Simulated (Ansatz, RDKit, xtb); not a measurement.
Dimer: SiH4 (SMILES [SiH4]) (first 5 atoms) with SiH4 (SMILES [SiH4]); geometry from B3LYP-D3(BJ)/def2-TZVP.
(charge 0, multiplicity 1):
```xyz
10

Si    -0.162    -0.038    -0.101
H      0.146     0.305    -1.508
H     -0.482    -1.480    -0.001
H     -1.318     0.760     0.362
H      1.014     0.264     0.746
Si     0.162     0.040     3.901
H      1.566    -0.401     3.749
H     -0.711    -0.791     3.041
H      0.040     1.459     3.498
H     -0.255    -0.111     5.314
```

Interaction energies are E(AB) − E(A) − E(B) at the monomers' geometry in the complex; basis-set methods are counterpoise corrected.

Run with Ansatz (a quantum-chemistry and plane-wave program) with Gaussian orbitals; RDKit for the force fields; xtb for the GFN methods. Each number belongs to the level named beside it.

### Question
One of these levels gives -0.96 kcal/mol for the interaction energy. Which one is it?
(A) MMFF94
(B) GFN2-xTB
(C) SVWN5/def2-TZVPPD

### Answer
B, GFN2-xTB. The others give 1.23 (MMFF94), -1.96 (SVWN5/def2-TZVPPD)
